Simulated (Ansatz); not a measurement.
Basis sets compared for Pb5Se10. The state is a singlet with charge 0. Geometry PBE-D4/def2-SVP. Ansatz on 2 threads of AMD EPYC 7R13 on a shared host and a share (18 GiB) of an NVIDIA H100 80GB HBM3; times are rough, and most runs start from earlier orbitals.

```xyz
15

Pb   -3.1670    0.0357    0.3530
Pb    1.1203    0.6777    2.3884
Pb    0.6594   -0.5954   -1.4407
Pb    4.2484    1.4086   -0.1814
Pb   -1.3463    3.4040    0.2871
Se    0.7289   -1.9360    1.1642
Se    3.5447   -1.1660   -1.2555
Se   -1.6625    1.4356    2.2951
Se   -3.9819    2.7341   -0.8148
Se    0.0510   -3.3113   -2.1875
Se   -1.5493   -2.6056    1.2528
Se   -2.0837    1.5984   -1.8215
Se    3.8328   -1.0501    1.1363
Se    1.6042    2.1838    0.0752
Se   -1.9989   -2.8133   -1.2507
```

In the def2 sets Pb takes a core potential; there is no spin–orbit coupling. Single mean-field runs in def2-SVP, def2-TZVP are fitted with def2-universal-jkfit. The structure comes from a short search, and lower isomers may exist.

Binding counts from free atoms (Pb triplet, Se triplet) in the same basis, without a counterpoise term.

```json
{"level": "PBE-D4/def2-SVP (with forces)", "functions": "450", "energy (Eh)": "-24974.2809", "HOMO (eV)": "-4.82", "LUMO (eV)": "-3.23", "binding per atom (eV)": "3.05", "wall time": "4.8 s"}
{"level": "PBE0-D4/def2-SVP", "functions": "450", "energy (Eh)": "-24974.8396", "HOMO (eV)": "-5.79", "LUMO (eV)": "-2.63", "binding per atom (eV)": "2.84", "wall time": "6.5 s"}
```

Problem. Estimate the rows for PBE-D4/def2-TZVP, PBE0-D4/def2-TZVP.

Solution. 
```csv
level,functions,energy (Eh),HOMO (eV),LUMO (eV),binding per atom (eV),wall time
PBE-D4/def2-TZVP,730,-24977.2557,-4.89,-3.31,3.05,5.5 s
PBE0-D4/def2-TZVP,730,-24977.8096,-5.81,-2.67,2.86,8.5 s
```
